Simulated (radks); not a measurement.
Values are calculated unless marked as measured or tabulated.
Spin polarisation of the 4d2 shell in Zr. Start: [Kr] 4d(up 1, down 1) 5s2; electrons of 4d are moved from spin down to spin up, other shells keep equal spins. Level of theory: scalar-relativistic Kohn-Sham, PBE, spin-polarised, spherical densities, finite nucleus; Fermi nuclear charge, rms radius of each element as measured or else 0.836 A^(1/3) + 0.57 fm (a radial shooting solver on a logarithmic mesh with Libxc functionals).

moment (Bohr magnetons)  E - E(0) (eV)  e(4d up) (eV)  e(4d down) (eV)  5s down minus up (eV)  4p down minus up (eV)
0                                0.000         -3.599           -3.599                  0.000                  0.000
0.5                             -0.036         -3.738           -3.446                  0.162                  0.277
1                               -0.146         -3.861           -3.278                  0.325                  0.555
1.5                             -0.328         -3.968           -3.095                  0.489                  0.831
2                               -0.582         -4.058           -2.898                  0.652                  1.106

At moment 2 the spin-polarisation energy is -0.582 eV and the 4d exchange splitting 1.160 eV, that is 0.580 eV per Bohr magneton; E = -I m^2/4 would give I = 0.582 eV.
